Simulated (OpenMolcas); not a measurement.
O3+: the spin-orbit constant, worked from levels

```yaml
Program: OpenMolcas
Basis: ANO-RCC-VTZP [4s3p2d1f]
Scalar_Hamiltonian: DKH2, point nucleus
Active_space: 3 electrons in 4 orbitals (2s 2p)
State_averaging: 2S+1 = 4 odd, 1 root; 2S+1 = 2 odd, 11 roots; 2S+1 = 4 even, 3 roots; 2S+1 = 2 even, 9 roots
Spin-orbit_coupling: RASSI with atomic mean-field integrals over the reference wave functions, term energies averaged over their components
```

Methods: CASSCF; MS-CASPT2, IPEA 0.25 Eh, imaginary shift 0.1 Eh (closed shells correlated: 1s). Measured levels: Moore, Selected Tables of Atomic Spectra, NSRDS-NBS 3, section 10.

**The spin-orbit constant.** For the Hund term ²P° of p1, E(J) = (A/2) J(J+1) + constant and ζ = 2S·A = A. From J = 1/2 to J = 3/2 the energy changes by 1.5 A.

| Source | E(3/2) - E(1/2) | A | ζ |
| --- | --- | --- | --- |
| CASSCF | 359.1 | 239.4 | 239 |
| MS-CASPT2 | 360.3 | 240.2 | 240 |
| measured | 385.9 | 257.3 | 257 |

All in cm-1. MS-CASPT2 is off by -6.6 % and CASSCF by -6.9 %. Both methods take the spin-orbit matrix elements from the reference wave functions, so the second can move ζ only through the term energies and any multistate remixing.

Measured partners are found by configuration, term and J. A level has none where our copy of the source lacks it or the pairing is in doubt (some pairs that miss far off the trend of their configuration count as doubtful), and it then counts in no deviation. Only configurations of the active space appear.

° marks odd parity.
